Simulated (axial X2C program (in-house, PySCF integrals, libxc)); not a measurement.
## BrCl: cheaper levels and CCSD(T), with spin–orbit coupling

Calculated with an in-house relativistic program for diatomic molecules. Two-component (2c) means X2C with spin–orbit coupling and atomic mean-field two-electron Coulomb and Gaunt terms. Basis: Br dyall-cv4z [10s10p7d5f3g], Cl dyall-av4z [10s9p4d3f2g] (cores contracted in-house); Gaussian nuclei, density fitting, unrestricted open shells. Masses: Br 78.918 u, Cl 34.969 u.

State: Ω = 0 (closed shell); fragments Br + Cl.

```csv
level,Re (Å),ωe (cm⁻¹),De (eV)
PBE0,2.135,456.1,2.33
HF,2.126,483.9,0.526
MP2,2.132,461.6,2.32
CCSD,2.143,451.2,1.98
LDA,2.134,446.8,3.14
M06,2.141,451.8,2.23
PBE,2.164,425.4,2.57
```

Correlated methods: 14 electrons correlated (number of frozen shells: Br 3 s, 2 p, 1 d; Cl 2 s, 1 p), 348 virtual spin orbitals or spinors in MP2, 180 natural virtuals in coupled cluster.

CCSD(T), same Hamiltonian and basis:

Re = 2.151 Å, ωe = 438.8 cm⁻¹, De = 2.17 eV; T1 = 0.008 (Lee–Taylor normalisation).

(1) Give the differences from CCSD(T) in the columns below.

One determinant describes the state; a PBE0 search over occupations chose it and may have missed a lower one. Closed shells are restricted here (equal orbitals for both partners); the stretched side of such a curve lies too high. De is counted from the lowest determinant-based energies of the atoms at the same level, without counterpoise correction. Coupled cluster ran in a truncated set of natural virtual spinors; the MP2 energy of the rest was added. (T) has no such correction and the atoms are truncated less, which lowers De at CCSD(T) by a hundredth of an eV or more. A 2c atom that is not at its ground J level misses part of its spin–orbit lowering, and De is too large by that part (0.04 eV or less for light atoms). This holds for PBE0, PBE. The functionals have no current-density term, which raises determinants with orbital currents, atoms included.

## Answers

(1) 

```tsv
level	ΔRe (Å)	Δωe (cm⁻¹)	ΔDe (eV)
PBE0	-0.016	17	0.16
HF	-0.025	45	-1.64
MP2	-0.019	23	0.15
CCSD	-0.008	12	-0.19
LDA	-0.017	8	0.97
M06	-0.010	13	0.06
PBE	0.013	-13	0.40
```
